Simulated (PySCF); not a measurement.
**Dipole moment and polarisability of SnMe3(NHEt)**

Compound: SnMe3(NHEt), C₅H₁₅NSn.
Geometry (PBE0-D3(BJ)/def2-SVP, Å), atoms numbered from 1 in this order:
```
atom  x, y, z in Å
Sn1    0.1572    0.9269   -0.0566
C2     0.1168    0.8197    2.1024
H3    -0.9146    0.6789    2.4567
H4     0.5157    1.7474    2.5393
H5     0.7276   -0.0248    2.4530
C6     2.1743    0.7369   -0.7737
H7     2.1706    0.6818   -1.8716
H8     2.6420   -0.1752   -0.3755
H9     2.7774    1.6018   -0.4618
C10   -0.7972    2.7269   -0.7406
H11   -0.8798    2.7093   -1.8365
H12   -0.2095    3.6068   -0.4414
H13   -1.8050    2.8187   -0.3104
N14   -0.8690   -0.5967   -0.9713
C15   -0.4465   -1.9741   -0.8632
C16   -0.7825   -2.6754    0.4491
H17   -1.8807   -0.5106   -0.9092
H18   -0.8809   -2.5588   -1.6979
H19    0.6457   -2.0177   -1.0262
H20   -0.3106   -2.1668    1.3055
H21   -0.4441   -3.7246    0.4479
H22   -1.8709   -2.6755    0.6252
```

Level: B3LYP/def2-SVPD (PySCF), static field, nuclei fixed, core orbitals frozen in the response. The polarisability tensor in these axes (au):

```
x   106.78  -0.41  -1.63
y    -0.41 122.62  -1.13
z    -1.63  -1.13 111.50
```

Task: What are the eigenvalues, a third of the trace, and Δα (Δα² = ½Σ(αi − αj)² over the three pairs)?

Result: Principal values 106.24, 111.92 and 122.74 au; mean 113.64 au = 16.84 Å³ = 18.74 × 10⁻⁴⁰ C²·m²/J; Δα = 14.52 au (13 % of the mean).

Task: What is the dipole moment, and where does it point?

Result: (-0.02, 0.35, 0.68) D, 0.77 D in size, pointing from the negative to the positive side. Measured along this direction, the outermost atoms are H18 at the negative end and H4 at the positive end.

Task: Sum over states: ᾱ = Σ f/ω², ω in Eh. What share falls to these 10 lowest TDDFT singlets (eV, f)? 4.93, 0.0395; 5.64, 0.0067; 5.69, 0.0011; 6.02, 0.0076; 6.22, 0.0843; 6.64, 0.0184; 6.73, 0.0512; 6.76, 0.0856; 6.80, 0.0399; 6.85, 0.0109.

Result: They add up to 6.50 au, 5.7 % of the 113.64 au; the largest single term is 1.61 au, from the state at 6.22 eV. Terms in order: 1.21, 0.16, 0.03, 0.16, 1.61, 0.31, 0.84, 1.39, 0.64, 0.17 au. Higher excitations give the rest. The strengths listed sum to 0.345.

Task: What depolarisation ratio follows for Rayleigh scattering of linearly polarised light, taking the static tensor?

Result: ρ = 3Δα²/(45ᾱ² + 4Δα²) = 632.2/(581095 + 843.0) = 0.00109.

Task: Estimate the molar refractivity from the static electronic polarisability.

Result: Lorentz–Lorenz: R = (4π/3)N_A α = 2.5225 cm³/(mol·Å³) × 16.84 Å³ = 42.5 cm³/mol, in the limit of long wavelengths.

Task: Refractivity n − 1 of an ideal gas of it at 298.15 K and 1 atm, from the electronic α?

Result: N = p/kT = 2.4615 × 10¹⁹ cm⁻³, so n − 1 = 2π × N × 16.84 × 10⁻²⁴ cm³ = 2604 × 10⁻⁶ at long wavelengths.

One conformer (not necessarily the lowest) at the PBE0-D3(BJ)/def2-SVP geometry, without solvent, vibrations or thermal averaging. Atoms past krypton carry effective core potentials; spin–orbit coupling is left out.

The run behind these numbers computed excited states as well. On one thread, Intel Xeon at 2.50 GHz (x86_64), shared host with 64 logical CPUs at a one-minute load of 63, this took 4.2 min wall, 3.7 min CPU (grids of density and orbitals included) and 1.3 GiB of memory at its peak.
